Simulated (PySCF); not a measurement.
SMILES COC[SiH2]B(O)O (C2H9BO3Si) (GFN2-xTB optimised geometry):

```
16

C      1.430    -1.767    -0.053
O      0.871    -0.480     0.000
C     -0.553    -0.480     0.000
Si    -1.090     1.373     0.000
B      0.190     2.366     1.138
O      1.425     1.901     1.456
O     -0.162     3.580     1.621
H      1.121    -2.292    -0.965
H      2.513    -1.647    -0.053
H      1.127    -2.366     0.815
H     -0.921    -1.023    -0.879
H     -0.917    -1.023     0.884
H     -2.513     1.350     0.384
H     -1.102     1.763    -1.424
H      1.633     1.038     1.086
H      0.514     4.007     2.152
```

Calculation: PBE/def2-TZVP in PySCF.

What are the frontier orbital energies and the dipole moment?

HOMO-2 -7.39 eV, HOMO-1 -6.80 eV, HOMO -6.30 eV, LUMO -1.04 eV, LUMO+1 -0.22 eV; dipole moment 2.31 D.

Meta-Löwdin charges at PBE/def2-TZVP: C1 -0.14, O2 -0.37, C3 -0.23, Si4 0.40, B5 0.22, O6 -0.49, O7 -0.48, H8 0.10, H9 0.13, H10 0.10, H11 0.11, H12 0.10, H13 -0.07, H14 -0.07, H15 0.35, H16 0.34.
